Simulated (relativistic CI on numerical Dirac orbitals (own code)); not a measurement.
Method of calculation: Dirac-Coulomb-Breit CI, separate exchange-only KLI orbitals for each configuration, model QED (radiative potential, 1s self-energy scaled to tabulated hydrogen-like ionisation energies), unscaled Slater integrals (own radial code, finite nucleus).

The strongest absorption lines from the ground level of an ion, among the configurations computed and to levels below about 299 eV (vacuum wavelength in Å, gf): 53.736 (0.14), 54.378 (0.18), 56.400 (0.2), 58.249 (0.77), 58.458 (0.76), 58.777 (0.2), 59.393 (0.48), 59.514 (0.27).

Task: Which ion is it?
A. Sn27+
B. Sn25+
C. Te29+
D. Cd25+

Result: A. Sn27+ has 23 electrons and the ground level 3s²3p⁶3d⁵ ⁶S5/2; the strongest line goes to 3s²3p⁵3d⁶ ⁶P°3/2. The pattern of lines fixes the number of electrons, and along that sequence the line energies rise steadily with the charge (about as its square where n changes within one kind of shell, about linearly where n is kept but much faster in heavy ions where fine structure, which grows about as Z⁴, sets the gap, and irregularly where shells cross), which fixes Z. Configurations outside the model, such as inner-shell arrays, can give stronger lines. At this charge energies of transitions that change n are usually good to better than 1 %, and those within a shell (Δn = 0) to a few per cent. Terms inside the open d or f shell come out 10 to 20 % too wide with unscaled integrals.

LS names give the leading component of a level, which can be under half, so a name can repeat, a term be missing and a line seem to break the LS rules.
